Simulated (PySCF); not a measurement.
A structure optimised at PBE0-D3(BJ)/def2-SVPD, used in a PySCF frequency run:

```xyz
4

Bi     0.0000     0.0000     0.6706
B      0.0000     0.0000    -1.3702
B      0.0000     0.0000    -3.0015
O      0.0000     0.0000    -4.2252
```
Charge -1, spin multiplicity 1.

Write its SMILES, formula and point group.

O=B[B-]#[Bi], B₂BiO, C∞v

What are its rotational constants (standard atomic weights)?

1.0216 GHz (linear rotor, B only)
